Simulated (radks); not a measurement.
Results of a calculation; reference values are marked as such.
Task: These are the eigenvalues of the occupied orbitals of an atom or ion with whole-number occupations (hartree). Code: a radial shooting solver on a logarithmic mesh with Libxc functionals. Model: scalar-relativistic Kohn-Sham, PBEsol, spin-polarised, spherical densities, finite nucleus; Fermi nuclear charge, rms radius of each element as measured or else 0.836 A^(1/3) + 0.57 fm.

orbital  eigenvalue
1s up     -888.7570
1s down   -888.7555
2s up     -130.7318
2s down   -130.7240
2p up     -117.3549
2p down   -117.3483
3s up     -24.48137
3s down   -24.47580
3p up     -20.08326
3p down   -20.07699
3d up     -13.08964
3d down   -13.08128
4p up      -2.83801
4p down    -2.80460
4d up      -0.98343
4d down    -0.94506
5p up      -0.37704

Which element is it, and in what charge state? The configuration may be excited. Open shells, if any, are filled with parallel spins first.

Result: Z = 46, palladium, charge +1: Pd+ in [Ar] 3d10 4p6 4d9 5p2. The list shows which subshells hold electrons but not how many an open one holds; the 1s level, -888.76 hartree, gives Z - s = 42.2 by -(Z - s)^2/2, which with screening and relativity narrows Z to a few neighbours, and the depths of the outer levels then fix element, charge and occupations together.
